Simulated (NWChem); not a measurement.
System: C4H5F; SMILES F[C@H]1C=CC1

```xyz
10

F      0.0393     1.7107     0.2577
C      0.0346     0.5145    -0.4452
C      1.0454    -0.5278    -0.0247
C      0.1030    -1.4416     0.2494
C     -1.0687    -0.5108    -0.0199
H      0.0326     0.7630    -1.5137
H      2.1311    -0.5295    -0.0152
H      0.1416    -2.4917     0.5266
H     -1.7873    -0.8107    -0.7931
H     -1.6129    -0.1799     0.8707
```
Atoms are numbered in this order, from 1.

Level: B3LYP/6-31G* (spherical d) (NWChem), optimised geometry, unscaled harmonic frequencies. B3LYP is NWChem's, with the RPA form of VWN correlation.

Task: List the harmonic frequencies with IR intensities, and the thermochemistry.

Result: 
```csv
frequency (cm⁻¹),IR intensity (km/mol)
214,0.8
381,1.6
498,8.8
694,15.9
848,42.9
880,0.7
946,4.4
956,2.5
1010,20.4
1031,13.7
1080,17.8
1147,5.5
1169,66.5
1237,11.6
1251,2.0
1340,15.8
1394,63.4
1509,2.8
1652,1.3
3056,33.3
3067,56.8
3114,24.3
3203,14.6
3235,15.6
```

zero-point energy: 49.9 kcal/mol
thermal correction to the enthalpy at 298.15 K (with zero-point energy): 53.3 kcal/mol
heat capacity Cv: 15.5 cal/(mol K)
entropy at 298.15 K and 1 atm (symmetry number 1): 68.7 cal/(mol K)
dipole moment: 1.78 D

Rigid rotor and harmonic oscillator.
